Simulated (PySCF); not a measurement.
Ga(Br)(OH)2 (BrGaH2O2), SMILES [OH][Ga]([OH])[Br]. Atoms are numbered in the order given.

```xyz
6

Ga    -0.0024     0.7476     0.0000
Br    -0.0155    -1.5207     0.0000
O     -1.5409     1.6171     0.0000
H     -1.4245     2.5741     0.0000
O      1.5084     1.6757     0.0000
H      2.3040     1.1328     0.0000
```
Charge 0, spin multiplicity 1.

Coordinates come from a PBE0-D3(BJ)/def2-SVP optimisation. The structure was generated by enumeration; whether it is a known compound was not checked. The values are those of a single conformer.

Calculation: PBE/def2-TZVP (PySCF).

The molecule is in vacuum.

Computed frontier levels, gap, dipole moment and polarisability:
The highest occupied level comes out as -7.36 eV and the lowest empty level is -2.24 eV. The orbital gap comes out as 5.12 eV. The dipole moment comes out as 1.51 D and the quadrupole, principal values (traceless, Buckingham form, about the centre of nuclear charge) is -3.92, 0.73, 3.19 D·Å. The mean static polarisability is 53.9 bohr³ (7.99 Å³). The polarisability, principal values comes out as 39.8, 53.0, 69.0 bohr³.
